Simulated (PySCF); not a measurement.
**Ionisation energy of Sr by level of theory**

Sr [Kr] 5s2 (1S) → Sr⁺ [Kr] 5s1 (2S), as a difference of total energies. Calculation: PySCF 2.14, in def2-TZVP with the def2 core potential (28 electrons); a scalar-relativistic core potential. Correlated levels: valence: 4s2 4p6 frozen. The calculations carry no spin-orbit coupling.

```
           method  ionisation energy (eV)  error (eV)
              UHF                   4.744      -0.951
             TPSS                   5.592      -0.103
             PBE0                   5.619      -0.076
    MP2 (valence)                   5.217      -0.478
SCS-MP2 (valence)                   5.312      -0.383
   CCSD (valence)                   5.443      -0.252
```

Reference: 5.695 eV (measured; NIST Atomic Spectra Database, ionization energies).

Errors of the correlated levels include the incompleteness of this basis and the frozen core.

With two correlated electrons CCSD is exact in that space.
